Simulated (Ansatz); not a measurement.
Pulling on the O4–H5 bond in GaH3O (SMILES [OH][GaH2]) (multiplicity 1 held, fragments rigid). Energies count from the point at 0.962 Å.
Geometry at that point (charge 0, multiplicity 1):
| atom | x (Å) | y (Å) | z (Å) |
|---|---|---|---|
| Ga | -0.2252 | -0.2844 | 0.0258 |
| H | 0.0603 | -1.2972 | 1.1723 |
| H | -1.3595 | -0.3087 | -1.0529 |
| O | 0.9382 | 1.0873 | -0.0240 |
| H | 0.7756 | 1.7230 | -0.7275 |

Restricted levels (R-, RO-) in cc, def2 and unpolarised 6-31G sets keep to the state of the molecule at rest. Unrestricted levels (U-) break spin symmetry where that is lower. Active spaces are followed from a long bond inwards. Levels need not reach the same state.

Correlated levels freeze the cores. Filled d and f shells under p-block atoms count as core.

Codes used: Ansatz (an electronic-structure program). 

Energies in eV.

| R (Å) | R-HF/cc-pVDZ | U-HF/cc-pVDZ | U-MP2/cc-pVDZ | R-CCSD(T)/cc-pVDZ | FIC-MRCISD+Q on CASSCF(4,3)/cc-pVDZ |
|---|---|---|---|---|---|
| 0.770 | 1.44 | 1.44 | 1.67 | 1.67 | 1.65 |
| 0.866 | 0.23 | 0.23 | 0.34 | 0.34 | 0.33 |
| 0.962 | 0.00 | 0.00 | 0.00 | 0.00 | 0.00 |
| 1.058 | 0.29 | 0.29 | 0.18 | 0.17 | 0.18 |
| 1.154 | 0.84 | 0.84 | 0.62 | 0.60 | 0.61 |
| 1.299 | 1.85 | 1.85 | 1.47 | 1.43 | 1.44 |
| 1.443 | 2.90 | 2.77 | 3.01 | 2.26 | 2.28 |
| 1.684 | 4.50 | 3.39 | 4.44 | 3.41 | 3.42 |
| 1.924 | 5.82 | 3.56 | 4.89 | 4.15 | 4.15 |
| 2.213 | 7.08 | 3.61 | 5.05 | 4.57 | 4.60 |
| 2.598 | 8.31 | 3.62 | 5.11 | 4.66 | 4.82 |
| 3.079 | 9.35 | 3.62 | 5.12 | 4.53 | 4.89 |

Doubts at one or more of the structures used: a restricted determinant that unrestricted orbitals would lower (R-HF/cc-pVDZ, R-CCSD(T)/cc-pVDZ); a spin-contaminated determinant (U-HF/cc-pVDZ, U-MP2/cc-pVDZ); other coupled-cluster roots lie near (R-CCSD(T)/cc-pVDZ); active orbitals that take no part (FIC-MRCISD+Q on CASSCF(4,3)/cc-pVDZ).
